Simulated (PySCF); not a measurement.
PySCF job for CAuO, SMILES [Au+]<-[C-]#[O+], charge +1, multiplicity 1, C-PCM-ωB97X/def2-SVP. The structure is a stationary point at TPSSh-D3(BJ)/def2-TZVP. The multiplicity is an assumed one; other spin states were not compared. The isomer is the one that the SMILES or the coordinates give; other isomers of the formula were not compared. The def2 effective core potentials stand for the cores of Au; spin–orbit coupling is left out.

```python
import numpy as np
from pyscf import gto, scf, dft
from pyscf.solvent import pcm

mol = gto.M(
    atom='''
    Au    0.00000000    0.00000000    0.38609311
    O     0.00000000    0.00000000   -2.65891426
    C     0.00000000    0.00000000   -1.53834029
    ''',
    basis='def2-SVP',
    ecp={'Au': 'def2-svp'},
    charge=1,
    spin=0,
    max_memory=1600,
    verbose=3,
)
mf = dft.RKS(mol, xc='wb97x').density_fit(auxbasis='def2-universal-jkfit')
mf.grids.level = 3
mf.conv_tol = 1e-9
mf.max_cycle = 100
mf.kernel()
res = {}
for name, eps in {'water': 78.355, 'dimethylsulfoxide': 46.826, '2-propanol': 19.264}.items():
    s = mf.PCM()
    s.with_solvent.method, s.with_solvent.eps, s.with_solvent.lebedev_order = 'C-PCM', eps, 29
    s.kernel(mf.make_rdm1())
    res[name] = (s.e_tot, eps, s.dip_moment(), s.mo_energy, s.converged)
    print(f'{name}: electrostatic solvation free energy {(s.e_tot - mf.e_tot) * 627.509474:.3f} kcal/mol')
```

Log of the run:

```
converged SCF energy = -248.663059684716

WARN: PCM is an experimental feature. It is still in testing.
Features and APIs may be changed in the future.

converged SCF energy = -248.781268090734

WARN: System has nonzero charge 1; the dipole moment is origin-dependent.
Location of origin: [0. 0. 0.]

Dipole moment(X, Y, Z, Debye): -0.00000, -0.00000,  1.27971
water: electrostatic solvation free energy -74.177 kcal/mol

WARN: PCM is an experimental feature. It is still in testing.
Features and APIs may be changed in the future.

converged SCF energy = -248.780211989664

WARN: System has nonzero charge 1; the dipole moment is origin-dependent.
Location of origin: [0. 0. 0.]

Dipole moment(X, Y, Z, Debye): -0.00000, -0.00000,  1.26650
dimethylsulfoxide: electrostatic solvation free energy -73.514 kcal/mol

WARN: PCM is an experimental feature. It is still in testing.
Features and APIs may be changed in the future.

converged SCF energy = -248.776461682797

WARN: System has nonzero charge 1; the dipole moment is origin-dependent.
Location of origin: [0. 0. 0.]

Dipole moment(X, Y, Z, Debye): -0.00000, -0.00000,  1.22007
2-propanol: electrostatic solvation free energy -71.161 kcal/mol
```

The calculation finished and met its thresholds.
